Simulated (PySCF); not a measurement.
Choosing a molecule for a target property.

All species are isolated and taken at one optimised geometry, non-relativistic unless stated; the electronic structure was computed with PySCF and density fitting.

Dipoles, sizes and rotational constants follow the conformer. The torsions of the flexible species, by atom-mapped SMILES:
- `[CH2:1]=[CH:2][c:3]1[cH:4][s:5][cH:6][n+:7]1[CH3:8]`: C1–C2–C3–C4 9°
- `[CH:1]#[C:2][C:3](/[CH:4]=[CH:5]/[CH3:6])=[CH:7]/[F:8]`: C2–C3–C4–C5 0°
- `[CH3:1][O:2][SiH2:3][CH:4]1[CH2:5][CH2:6]1`: C1–O2–Si3–C4 179°, O2–Si3–C4–C5 117°
- `[CH3:1][CH2:2]/[CH:3]=[CH:4]/[SiH2:5][OH:6]`: C1–C2–C3–C4 123°, C3–C4–Si5–O6 7°, H–O6–Si5–C4 55°

**Question.** Wanted: HOMO energy below -7 eV (PBE0/def2-SVPD) and HOMO–LUMO gap above 8 eV (PBE0/def2-SVPD), at GFN2-xTB geometries. Which candidate meets both?
A. `C=Cc1csc[n+]1C`
B. `C#CC(/C=C/C)=C/F`
C. `CO[SiH2]C1CC1`
D. `CC/C=C/[SiH2]O`

**Answer.** C. Computed values:
```csv
species,HOMO energy,HOMO–LUMO gap
C=Cc1csc[n+]1C,-11.46 eV,5.10 eV
CO[SiH2]C1CC1,-7.98 eV,8.34 eV
CC/C=C/[SiH2]O,-7.56 eV,7.31 eV
C#CC(/C=C/C)=C/F,-6.56 eV,5.42 eV
```

**Question.** Wanted: electronic spatial extent ⟨r²⟩ about the centre of nuclear charge above 1190 bohr² (PBE0/def2-SVPD) and lowest singlet excitation below 6.7 eV (TDDFT PBE0/def2-SVPD), at GFN2-xTB geometries. Which candidate meets both?
A. `C#CC(/C=C/C)=C/F`
B. `CO[SiH2]C1CC1`
C. `C=Cc1csc[n+]1C`
D. `CC/C=C/[SiH2]O`

**Answer.** A. Computed values:
| species | electronic spatial extent ⟨r²⟩ about the centre of nuclear charge | lowest singlet excitation |
| --- | --- | --- |
| CO[SiH2]C1CC1 | 984 bohr² | 6.93 eV |
| C=Cc1csc[n+]1C | 1127 bohr² | 4.34 eV |
| CC/C=C/[SiH2]O | 1171 bohr² | 6.49 eV |
| C#CC(/C=C/C)=C/F | 1205 bohr² | 5.28 eV |
